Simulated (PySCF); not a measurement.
Cl2Zr, SMILES [Cl][Zr][Cl], multiplicity 1.

The structure is a stationary point at PBE0-D3(BJ)/def2-TZVP. The spin state was assumed, not searched. The def2 effective core potentials stand for the cores of Zr; spin–orbit coupling is left out.

These are TDDFT-PBE0/def2-SVPD (PySCF 2.14.0) values and carry that method's errors.

Vertical excitations. Isolated molecule, no solvent. State labels are in the subgroup C2v.

Task: Give excitation energies, oscillator strengths and character. (Estimate from the structure and the level; the computed values follow.)

Result: 
```csv
state,symmetry,energy (eV),λ (nm),f,main pairs
S1,B1,0.19,6378,0.000,HOMO→LUMO+1 194 %
S2,A1,0.22,5666,0.000,HOMO→LUMO 177 %
S3,A2,0.95,1309,0.000,HOMO→LUMO+2 100 %
S4,B2,1.28,969,0.006,HOMO→LUMO+3 99 %
S5,A1,3.38,366,0.222,HOMO→LUMO+4 98 %
S6,B1,4.26,291,0.446,HOMO→LUMO+5 98 %
S7,A1,4.79,259,0.060,HOMO→LUMO+6 96 %
S8,B2,4.94,251,0.113,HOMO→LUMO+7 97 %
S9,A2,5.13,242,0.000,HOMO−1→LUMO+1 100 %
S10,B2,5.16,240,0.014,HOMO−1→LUMO 95 %
T1,A2,0.52,2379,0,HOMO→LUMO+2 100 %
T2,B2,0.92,1350,0,HOMO→LUMO+3 99 %
T3,A1,2.29,542,0,HOMO→LUMO+4 98 %
T4,B1,2.93,423,0,HOMO→LUMO+5 96 %
```
Triplets are in the Tamm–Dancoff approximation, which puts them higher than full response would, so one can lie above its singlet here.
